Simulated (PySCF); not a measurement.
Telling isomers of C6H7F2NO apart by NMR

Theory: coordinates at the GFN2-xTB level, shielding tensors at PBE0/pcSseg-1 (GIAO), in PySCF (isolated molecule, relativity neglected, one conformer, equivalent nuclei averaged).

References, each an isolated molecule treated in the same way: TMS for $^{1}$H (31.72 ppm), $^{13}$C (186.93 ppm). Splittings of carbon signals by F and P are missing where no couplings were computed. Where no couplings were computed, multiplicities follow the n + 1 count of equivalent neighbours, and m marks all less simple cases (inequivalent or close neighbours, rings, F or P nearby). Acid and N–H amide carbonyl carbons lie up to 10 ppm further downfield in solution (hydrogen bonding). Shifts are as computed. Against solution values, carbons near 30 ppm lie about +3 ppm off and those near 130 ppm about +5 ppm. Of 1211 compounds with measured shifts, 218 miss one by over three times the rms of a fit or turn the order of signals round; such compounds aren't used in these exercises. OH and NH positions are gas-phase values without hydrogen bonding to other molecules.

(1) Tabulate the signals of `C#C[C@@H](C(=O)NC)C(F)F`, `CC(C)c1noc(F)c1F` and their relative energies.

(2) What is the quickest way to tell C#C[C@@H](C(=O)NC)C(F)F from CC(C)c1noc(F)c1F?

Results:

(1) 
```tsv
SMILES	carbon types	δC	δH	E rel. (kcal/mol)
C#C[C@@H](C(=O)NC)C(F)F	2×C 3×CH 1×CH3	165.0, 121.6, 84.2, 82.1, 49.8, 27.0	6.17 (m, 1H), 6.09 (br, 1H), 3.60 (m, 1H), 3.13 (d, 3H), 1.96 (d, 1H)	0.0
CC(C)c1noc(F)c1F	3×C 1×CH 2×CH3	170.3, 166.4, 133.8, 32.3, 22.8	3.05 (sept, 1H), 1.45 (d, 6H)	12.2
```

Energies are electronic energies at PBE0/pcSseg-1 on these geometries, without zero-point or thermal terms, each for the one conformer computed, which needn't be the lowest.

(2) Count the carbon signals: 6 against 5. The first has an sp3 CH bonded to 2 F at 121.6 ppm, the second an aromatic carbon bearing fluorine (C) at 133.8 ppm. Their most deshielded carbons lie at 165.0 and 170.3 ppm. In the proton spectra the most deshielded non-exchanging signals are 6.17 (m, 1H) and 3.05 (sept, 1H).
